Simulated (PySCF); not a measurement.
BH5Si. Atoms are numbered in the order given.

```xyz
7

B      1.4379    -0.0212     0.0000
H      2.0563     0.0024     1.0181
H      2.0563     0.0024    -1.0181
Si    -0.5718    -0.0050     0.0000
H     -0.9587     1.4351     0.0000
H     -1.1693    -0.6321    -1.2049
H     -1.1693    -0.6321     1.2049
```
Charge 0, spin multiplicity 1.

Coordinates come from a B3LYP-D3(BJ)/def2-TZVP optimisation.

Level of theory: PySCF with B3LYP/def2-TZVPD.

Symmetry labels are those of the subgroup Cs that the program uses (full group Cs).

Computed valence orbital energies around the gap with their symmetry:
```
orbital  symmetry  energy (eV)
-------  --------  -----------
HOMO−7         A"       -98.47
HOMO−6         A'       -98.45
HOMO−5         A'       -15.26
HOMO−4         A'       -13.18
HOMO−3         A"       -10.19
HOMO−2         A'        -9.61
HOMO−1         A"        -9.18
HOMO           A'        -8.26
LUMO           A'        -2.67
LUMO+1         A'         0.03
LUMO+2         A'         0.43
LUMO+3         A"         0.83
```
